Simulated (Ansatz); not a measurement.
One change: `C[SiH2]C(N)F` becomes `C[SiH2]C(F)BF`.

Ansatz, PBE0-D4/def2-TZVP geometries, multiplicity 1. Each molecule was computed in one conformer, which needn't be the lowest.

```
                               property  `C[SiH2]C(N)F`
    LUMO energy (B3LYP/def2-TZVPP) / eV            0.29
  HOMO energy (ωB97M-V/def2-TZVPP) / eV          -10.25
      HOMO energy (PBE/def2-TZVPP) / eV           -6.37
  HOMO–LUMO gap (B3LYP/def2-TZVPP) / eV            7.91
      LUMO energy (PBE/def2-TZVPP) / eV           -0.22
HOMO–LUMO gap (ωB97M-V/def2-TZVPP) / eV           12.29
```

(1) What does the change do to each property? (Best estimate.)

## Answers

(1) Computed: 
| property | `C[SiH2]C(F)BF` | shift |
| --- | --- | --- |
| LUMO energy (B3LYP/def2-TZVPP) / eV | -1.20 | -1.49 |
| HOMO energy (ωB97M-V/def2-TZVPP) / eV | -10.58 | -0.33 |
| HOMO energy (PBE/def2-TZVPP) / eV | -6.84 | -0.47 |
| HOMO–LUMO gap (B3LYP/def2-TZVPP) / eV | 6.90 | -1.01 |
| LUMO energy (PBE/def2-TZVPP) / eV | -1.92 | -1.70 |
| HOMO–LUMO gap (ωB97M-V/def2-TZVPP) / eV | 11.56 | -0.73 |

With PBE0 the HOMO falls by 0.45 eV and the LUMO falls by 1.54 eV, so the gap narrows by about 1.09 eV. PBE moves the HOMO by -0.47 eV and ωB97M-V by -0.33 eV.

B3LYP here is the variant with VWN-RPA as its local correlation; programs differ in this.
